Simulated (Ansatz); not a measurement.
Job for Ansatz (a first-principles code): R-CCSD(T)/def2-TZVPP on CH5OSb (SMILES C[O][SbH2]), a point of a torsion scan. Elements past Kr take the def2 small-core potentials; no spin–orbit coupling. The run froze 11 orbitals, filled d shells among them.

Ansatz 0.2 input:
```yaml
crystal:
  periodic: [false, false, false]
  atoms:
    - {symbol: C, position_ang: [1.17305674, 0.03199018, 0.02509454]}
    - {symbol: O, position_ang: [0.08949797, -0.52091204, -0.66080937]}
    - {symbol: Sb, position_ang: [-1.79382783, -0.12906366, -0.13575185]}
    - {symbol: H, position_ang: [1.24699427, 1.11339272, -0.12328194]}
    - {symbol: H, position_ang: [1.13963656, -0.17368644, 1.09878660]}
    - {symbol: H, position_ang: [2.07044222, -0.43365359, -0.38607458]}
    - {symbol: H, position_ang: [-2.20297471, -1.66093814, -0.71566135]}
    - {symbol: H, position_ang: [-2.14529591, 0.50924847, -1.67332526]}
basis:
  gaussian:
    orbitals: def2-TZVPP
magnetization: {spin_polarized: false}
correlation: {method: ccsd_t, electrons: outside_noble_gas}
scf: {lower_state_search: off}
```

Program output:

```
WARN ansatz: RAYON_NUM_THREADS=1 ignored (pool sized by the plan → 1); use --threads N
Functional definition: HF
these checks for a lower state are left out or cut short: stability, starts, cluster_reference, orbital_swaps, neighbouring_geometries, increment
integrals: 0.61 GiB planned
1229 factors; integrals over basis functions are off by at most 1.1e-3 eV
mean field: 0.53 GiB planned
mean field evaluation 1: about -9654.9242 eV, gradient 3.5e1 eV
mean field evaluation 2: about -9655.1318 eV, gradient 3.5e1 eV
mean field evaluation 4: about -9657.8458 eV, gradient 3.6e0 eV
mean field evaluation 8: about -9657.8961 eV, gradient 2.3e-1 eV
mean field -9657.89646953 eV, -354.9211488980 hartree, gradient 2.6e-6 eV, S^2 0.000000; 0 other end points of the search recorded, 0 dependent functions left out
11 core orbitals not correlated
reference -9657.89646953 eV, -354.9211488980 hartree; 10, 10 occupied and 161, 161 virtual orbitals, 1229 factors
second order -14.88639536 eV of doubles, -0.00000000 eV of singles
coupled cluster: 1.87 GiB planned
cycle   1  -15.24461728 eV  change   -3.6e-1 eV  update   9.8e-2
cycle   2  -15.67510387 eV  change   -4.3e-1 eV  update   3.3e-2
cycle   3  -15.79445030 eV  change   -1.2e-1 eV  update   1.8e-2
cycle   4  -15.78489759 eV  change    9.6e-3 eV  update   4.8e-3
cycle   5  -15.78404946 eV  change    8.5e-4 eV  update   2.5e-3
cycle   6  -15.78497661 eV  change   -9.3e-4 eV  update   8.4e-4
cycle   7  -15.78458586 eV  change    3.9e-4 eV  update   4.1e-4
cycle   8  -15.78453003 eV  change    5.6e-5 eV  update   1.4e-4
cycle   9  -15.78460281 eV  change   -7.3e-5 eV  update   5.2e-5
cycle  10  -15.78459446 eV  change    8.3e-6 eV  update   2.0e-5
perturbative correction -0.58528879 eV, -0.0215089662 hartree
Total energy: -9674.26635278 eV, -355.5227310114 hartree
Checks for a lower state left out: stability, starts, cluster_reference, orbital_swaps, neighbouring_geometries, increment
```

Self-consistency was reached.

Cost: very roughly 40 core-seconds.
